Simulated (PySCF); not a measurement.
C₂H₁₁ClO₂Si₃, SMILES C[Si](C)(O[SiH3])O[SiH2]Cl.

Geometry optimised at PBE0-D3(BJ)/def2-SVP. The structure was generated by enumeration, and PubChem lists no compound with its InChIKey, so it may never have been made. Other conformers were not sampled.

All values below come from B3LYP/def2-SVP (PySCF).

Gas-phase values at a fixed geometry.

```yaml
total_energy: -1561.68858 hartree
highest_occupied_level: -7.97 eV
lowest_empty_level: 0.48 eV
orbital_gap: 8.45 eV
dipole_moment: 1.26 D
quadrupole, principal values (traceless, Buckingham form, about the centre of nuclear charge): -4.51, -0.13, 4.64 D·Å
mean_static_polarisability: 98.3 bohr³ (14.56 Å³)
polarisability_principal_values: 92.5, 100.6, 101.6 bohr³
```
